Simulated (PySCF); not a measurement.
A structure optimised at B3LYP-D3(BJ)/def2-SVP, used in a PySCF frequency run:

```
Sb
F 1 1.9410
F 1 1.9410 2 92.52
Te 1 2.7918 2 97.19 3 -97.58
H 4 1.6753 1 87.59 2 -133.26
```

Problem. Write its SMILES, formula and point group.

Solution. [F][Sb]([F])[TeH], F₂HSbTe, Cs

Problem. What are its rotational constants (standard atomic weights)?

Solution. 4.0490, 0.78850, 0.75931 GHz
